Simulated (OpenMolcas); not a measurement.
V3+, Nb3+, Ta3+: d² down the group

```yaml
Program: OpenMolcas 26.06
Method: XMS-CASPT2, IPEA 0.25 Eh, imaginary shift 0.1 Eh
Basis: ANO-RCC-VTZP
Scalar_Hamiltonian: DKH2, point nucleus
Spin-orbit_coupling: RASSI with atomic mean-field integrals over the reference wave functions, term energies averaged over their components
```

Active space for each ion: 2 electrons in 5 orbitals (d); closed shells correlated by CASPT2: V3+ 3s 3p; Nb3+ 4s 4p; Ta3+ 5s 5p.

Computed levels in cm-1 above ³F₂:

```
                               Level    V3+   Nb3+   Ta3+
                                 ³F₃    328   1084   4770
                                 ³F₄    749   2340   8930
                                 ¹D₂  11240   8430  11010
                                 ³P₀  13590   9900  11670
                                 ³P₁  13700  10340  14290
                                 ³P₂  13950  11320  18570
                                 ¹G₄  18900  14270  19100
                                 ¹S₀  43750  31930  36320
weight of ³F in the lowest level (%)    100     99     90
```

Mixed levels, with the weight of the term that names them: Ta3+ ¹D₂ (67 %).

Measured, with the error of the calculation in %. Measured levels: V3+ from Sugar and Corliss, J. Phys. Chem. Ref. Data 7, 1191 (1978).

```tsv
Level	V3+
³F₃	325 (+0.7)
³F₄	735 (+2.0)
¹D₂	10959 (+2.6)
³P₁	13239 (+3.5)
³P₂	13458 (+3.6)
¹G₄	18391 (+2.8)
¹S₀	42462 (+3.0)
```

The fine-structure level ³F₄ changes by a factor of 11.9 from V3+ to Ta3+.

Without spin-orbit coupling ¹D lies 10830, 7240, 5750 cm-1 above ³F in that order; the difference to the level ¹D₂, of either sign, comes from spin-orbit coupling, which also lowers the zero.

Term energies are means over components that CASPT2 splits; among the terms shown or strongly mixed into the levels shown the widest spread is 1400 cm-1 (3d² ³F, V3+). Measured partners are found by configuration, term and J. A level has none where our copy of the source lacks it or the pairing is in doubt (some pairs that miss far off the trend of their configuration count as doubtful), and it then counts in no deviation. Levels of configurations outside the active space are missing.
